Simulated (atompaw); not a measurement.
## u(r) = r·R(r): atom against pseudo-atom (Fe)

Columns: radius, all-electron u(r) and pseudo u(r) of the 3p shell (level -60.04 eV) of iron in the configuration [Ne] 3s2 3p6 3d6 4s2 4p0; PBE, scalar-relativistic, PAW (atompaw) scheme, atompaw 4.2.0.5.

```csv
r (bohr),all-electron,pseudo
0.075,-0.4219,0.0232
0.150,-0.6049,0.0904
0.225,-0.3825,0.1952
0.300,0.0135,0.3275
0.375,0.4133,0.4748
0.450,0.7380,0.6236
0.525,0.9654,0.7609
0.600,1.0999,0.8756
0.675,1.1581,0.9595
0.750,1.1593,1.0081
0.825,1.1209,1.0207
0.900,1.0572,1.0001
0.975,0.9790,0.9523
1.050,0.8942,0.8850
1.125,0.8079,0.8064
1.200,0.7239,0.7242
1.275,0.6442,0.6444
1.350,0.5702,0.5702
1.425,0.5025,0.5025
1.500,0.4412,0.4412
1.575,0.3862,0.3862
1.650,0.3371,0.3371
1.725,0.2937,0.2937
1.800,0.2554,0.2554
1.875,0.2218,0.2218
1.950,0.1923,0.1923
```

Task: How many radial nodes do the two functions have?

Result: The all-electron 3p function has n − l − 1 = 1; the pseudo-wave has 0, since the states of the same l below it are removed with the core.

Task: At about which radius was the pseudo-wave matched?

Result: 1.35 bohr. The columns agree to 0.0005 from 1.20 bohr on; several derivatives are matched, so the curves merge somewhat inside the radius.

Task: Where does each function peak?

Result: Outermost all-electron maximum near 0.75 bohr, pseudo maximum near 0.82 bohr (to the table’s step).

Task: Is the pseudo-wave norm-conserving?

Result: No, it belongs to a PAW set: the norm inside the radius is not constrained, and the difference is carried by the augmentation charge.
